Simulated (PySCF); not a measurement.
Ti(SH)2 holds Ti(II), d2, at total charge 0. The structure is a PBE0-D3(BJ)/def2-TZVP geometry optimised for multiplicity 3; coordination linear, point group C2h, metal–donor distances 2.33 Å.

Method (PySCF 2.14, density fitting): CASSCF(2,5) with orbitals averaged over all microstates of the shell, strongly contracted NEVPT2 on the averaged canonical orbitals; basis x2c-TZVPall on the metal, x2c-SVPall elsewhere; spin-free X2C; gas phase; spin-orbit coupling by state interaction with the mean-field operator over all roots.

CASSCF energies above the lowest CASSCF root:

| state | CASSCF / cm⁻¹ |
| --- | --- |
| 3Bg | 0 |
| 3Ag | 134 |
| 3Bg | 732 |
| 3Ag | 823 |
| 3Bg | 2806 |
| 3Ag | 4080 |
| 3Bg | 4664 |
| 1Ag | 8028 |
| 1Bg | 10232 |
| 1Ag | 10299 |
| 1Ag | 11272 |
| 1Bg | 11350 |
| 3Ag | 12765 |
| 1Ag | 12804 |
| 1Bg | 12917 |
| 3Bg | 13022 |
| 1Ag | 15256 |
| 3Bg | 17004 |
| 1Ag | 17112 |
| 1Bg | 17280 |
| 1Ag | 18705 |
| 1Bg | 21395 |

Q: How does dynamic correlation (SC-NEVPT2) move these states?

A: 
```
state  NEVPT2 / cm⁻¹  shift / cm⁻¹
  3Bg              0             0
  3Ag            241          +106
  3Bg           1158          +427
  3Ag            957          +134
  3Bg           4028         +1222
  3Ag           5042          +962
  3Bg           6287         +1623
  1Ag           6357         -1672
  1Bg           9724          -508
  1Ag           9635          -664
  1Ag           9981         -1291
  1Bg          10338         -1012
  3Ag          10686         -2079
  1Ag          10500         -2304
  1Bg          10519         -2398
  3Bg          13033           +10
  1Ag          12862         -2394
  3Bg          15271         -1734
  1Ag          14133         -2980
  1Bg          16862          -418
  1Ag          18353          -352
  1Bg          19889         -1506
```

No frequencies were computed for the optimised geometry. 3Ag (241 cm⁻¹) lies within 300 cm⁻¹ of 3Bg at NEVPT2 level, inside the method's error: their order is undecided. NEVPT2 lifts 3Bg from 2806 to 4028 cm⁻¹; on the d shell alone such lifts tend to overshoot. An active orbital has only 0.71 squared overlap with the free ion's shell, so the metal shell alone is a small active space here.
